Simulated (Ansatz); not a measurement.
Consider the ligand exchange at the Al–C bond: `N/C(Cl)=[CH]/[AlH2]` + `C1N[SiH2]1` → `[AlH2][N]1C[SiH2]1` + `C=C(N)Cl`.

Computed with Ansatz on PBE0-D4/def2-TZVP structures; ΔE is electronic, products minus reactants. CCSD(T)/CBS adds triple-zeta CCSD(T) − MP2 to the extrapolated MP2 energy (def2 sets, frozen cores). DFT in def2-TZVPP. B3LYP here is the variant with VWN-RPA as its local correlation; programs differ in this. Each species was taken in one conformer, which may not be the lowest.

| level | ΔE (kcal/mol) | difference from CCSD(T)/CBS |
| --- | --- | --- |
| PBE-D4 | -18.1 | 3.1 |
| r2SCAN-D4 | -19.5 | 1.7 |
| PBE0-D4 | -19.0 | 2.2 |
| B3LYP-D4 | -20.9 | 0.3 |
| ωB97X-V | -20.5 | 0.7 |
| ωB97M-V | -20.3 | 0.9 |
| B2PLYP | -21.2 | 0.0 |
| PBE | -18.1 | 3.1 |
| r2SCAN | -19.5 | 1.7 |
| PBE0 | -19.0 | 2.2 |
| B3LYP | -20.8 | 0.4 |
| HF/def2-TZVPP | -23.3 | -2.1 |
| MP2/def2-TZVPP | -21.5 | -0.3 |
| SCS-MP2/def2-TZVPP | -22.2 | -1.0 |
| CCSD/def2-TZVPP | -22.0 | -0.8 |
| CCSD(T)/def2-TZVPP | -21.5 | -0.3 |
| HF/def2-QZVPP | -23.5 | -2.3 |
| MP2/def2-QZVPP | -21.4 | -0.2 |
| SCS-MP2/def2-QZVPP | -22.1 | -0.9 |
| HF/CBS(def2) | -23.6 | -2.4 |
| MP2/CBS(def2) | -21.2 | 0.0 |
| CCSD/CBS(def2) | -21.8 | -0.6 |
| CCSD(T)/CBS | -21.2 | 0 |

Largest T1 diagnostic among the species: 0.013.

From PBE to PBE0 (25 % exact exchange), in def2-TZVPP and without D4, ΔE moves by −0.9 kcal/mol. In def2-TZVPP, CCSD(T) changes the Hartree–Fock value by +1.8 kcal/mol (the triples alone add +0.6 kcal/mol) and MP2 by +1.8 kcal/mol.
